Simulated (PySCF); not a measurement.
Species: C₆H₈NO (doublet state).
Z-matrix (Å and degrees, GFN2-xTB geometry), rows numbered from 1:
```
O 
C   1  1.2025
C   2  1.4978  1  125.00
C   3  1.5661  2  105.04  1    95.63
C   4  1.4660  3  106.77  2   163.83
N   5  1.2179  4  130.94  3   -13.60
C   6  1.4467  5  124.52  4     0.16
C   3  1.5314  2  113.14  1  -144.02
H   2  1.1084  1  121.24  3   175.99
H   3  1.0940  2  109.63  1   -20.39
H   4  1.0934  3  110.96  2    45.63
H   4  1.0898  3  110.23  2   -74.24
H   7  1.0939  6  107.23  5   105.74
H   7  1.0921  6  108.33  5  -137.49
H   8  1.0930  3  109.03  2   -56.61
H   8  1.0910  3  109.87  2    62.05
```

The hyperfine couplings belong to this conformer and change with its torsions.

The species is `O=C[C@H]1C[C]=NCC1` [radical].

Method: PySCF 2.14.0, UKS B3LYP, pcH-1 on C H N O, non-relativistic, mean-field spin-orbit, GIAO. One conformer (not necessarily the lowest) at the GFN2-xTB geometry, without solvent, vibrations or thermal averaging. A GFN2-xTB geometry isn't a minimum of the functional, and hyperfine couplings can be far from their values at a DFT geometry. The SCF solution wasn't tested for stability.

Principal values of hyperfine tensors in MHz (contact and dipolar terms together), for some of the nuclei:

```json
{"atom": "C5", "isotope": "13C", "A1": "414.17", "A2": "422.25", "A3": "566.97"}
{"atom": "N6", "isotope": "14N", "A1": "100.98", "A2": "106.51", "A3": "127.24"}
{"atom": "C4", "isotope": "13C", "A1": "94.18", "A2": "95.13", "A3": "124.78"}
{"atom": "C7", "isotope": "13C", "A1": "69.09", "A2": "69.88", "A3": "101.15"}
{"atom": "H16", "isotope": "1H", "A1": "17.03", "A2": "18.49", "A3": "22.23"}
{"atom": "C3", "isotope": "13C", "A1": "9.46", "A2": "10.03", "A3": "22.97"}
{"atom": "C2", "isotope": "13C", "A1": "9.67", "A2": "11.69", "A3": "16.77"}
{"atom": "H13", "isotope": "1H", "A1": "-16.44", "A2": "-13.65", "A3": "-2.86"}
```

(1) Give the isotropic coupling of each nucleus in MHz and in mT (g = 2.0020), and the anisotropic part.

(2) What spin density at the nucleus of C2 lies behind its contact coupling (g_N = 1.40482)?

(3) H14 (1H, g_N = 5.58569) isn't in the table. Its spin density at the nucleus is -0.00214 bohr⁻³. What is its contact coupling?

(4) Name the largest traceless tensor T of the table and describe it.

(5) In a single crystal, with the field along each principal axis of the tensor of C5 in turn, what first-order splitting does this nucleus give (isotropic g, quadrupole terms neglected)?

Results:

(1) a_iso = (A1 + A2 + A3)/3, Ti = Ai − a_iso; 1 mT corresponds to 28.020 MHz.

```
atom  a_iso (MHz)  a_iso (mT)      T1      T2     T3
  C5       467.80      16.695  -53.62  -45.55  99.18
  N6       111.58       3.982  -10.60   -5.07  15.66
  C4       104.70       3.737  -10.52   -9.57  20.09
  C7        80.04       2.857  -10.95  -10.16  21.11
 H16        19.25       0.687   -2.22   -0.76   2.98
  C3        14.16       0.505   -4.69   -4.13   8.82
  C2        12.71       0.454   -3.04   -1.02   4.06
 H13       -10.98      -0.392   -5.46   -2.67   8.13
```

(2) a_FC = (2μ0/3) gₑ μB g_N μN ρ(0)/(2S·h) = 800.24 MHz × g_N × ρ(0)/(2S), with ρ in bohr⁻³. With a_FC = 12.71 MHz and 2S = 1, ρ(0) = 0.01131 bohr⁻³.

(3) By the same relation, a_FC = -9.57 MHz. Its full tensor has the principal values -15.45, -13.05, -0.19 MHz.

(4) C5: -53.6, -45.6, 99.2 MHz, rhombic: the two smaller values differ by 8 % of the largest.

(5) 2 lines (I = 1/2), spaced by |A_i|/(g × 13.996): 14.78, 15.07, 20.23 mT along the axes of A1, A2 and A3.
